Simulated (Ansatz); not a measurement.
`[SiH3][CH2][GeH2][SH]` + CH₄ → `[CH3][GeH2][SH]` + `C[SiH3]`  (formal exchange of groups at a Ge–C bond)

Computed with Ansatz on PBE0-D4/def2-TZVP structures; ΔE is electronic, products minus reactants. CBS: MP2 limit from def2 TZ/QZ plus the TZ coupled-cluster correction, frozen cores. This one scheme is used for every species. DFT in def2-TZVPP. For Ge outer-core shells are correlated without core-valence functions, which leaves a few kJ/mol of doubt a bond. Scalar relativity is left out up to krypton. Each species was taken in one conformer, which may not be the lowest.

`[SiH3][CH2][GeH2][SH]`:

Cartesian coordinates in Å:
```
Si 1.070 1.340 0.135
C 0.784 -0.423 -0.435
Ge -1.100 -0.937 -0.505
S -2.198 -0.179 1.281
H 0.883 1.454 1.603
H 2.459 1.761 -0.196
H 0.125 2.262 -0.549
H 1.195 -0.558 -1.440
H 1.312 -1.115 0.226
H -1.806 -0.254 -1.687
H -1.255 -2.467 -0.596
H -1.468 -0.884 2.162
```

CH₄:

Cartesian coordinates in Å:
```
C 0.000 0.000 0.000
H -0.470 -0.384 0.905
H 0.825 -0.652 -0.286
H 0.379 1.005 0.186
H -0.734 0.032 -0.805
```

`[CH3][GeH2][SH]`:

Z-matrix (Å, degrees):
```
C
Ge 1 1.945
H 1 1.090 2 110.0
H 1 1.091 2 110.0 3 119.9
H 1 1.090 2 110.0 3 -120.1
S 2 2.231 1 105.6 3 60.1
H 2 1.541 1 111.7 3 178.9
H 2 1.541 1 111.7 3 -58.7
H 6 1.343 2 95.0 1 -179.9
```

`C[SiH3]`:

```xyz
8

C     0.325    0.449   -0.817
Si   -0.291   -0.402    0.731
H     1.387    0.691   -0.729
H    -0.221    1.378   -0.993
H     0.194   -0.193   -1.691
H     0.457   -1.666    0.970
H    -1.737   -0.733    0.609
H    -0.114    0.476    1.920
```

```csv
level,ΔE (kcal/mol)
PBE-D4,2.3
CCSD/CBS(def2),2.2
```

(1) What does CCSD(T)/CBS give? (An estimate is asked.)

Largest T1 diagnostic among the species: 0.011.

Results:

(1) Computed: +2.7 kcal/mol. The listed levels differ from it by -0.4, -0.5 kcal/mol.

In def2-TZVPP, CCSD(T) changes the Hartree–Fock value by +2.5 kcal/mol (the triples alone add +0.5 kcal/mol) and MP2 by +3.1 kcal/mol. The D4 term adds +2.1 kcal/mol with B3LYP and +1.2 kcal/mol with PBE0; it sums over pairs of atoms, weighted by their polarisabilities, and B3LYP, whose exchange is more repulsive, gets the larger term.

B3LYP here is the variant with VWN-RPA as its local correlation; programs differ in this.
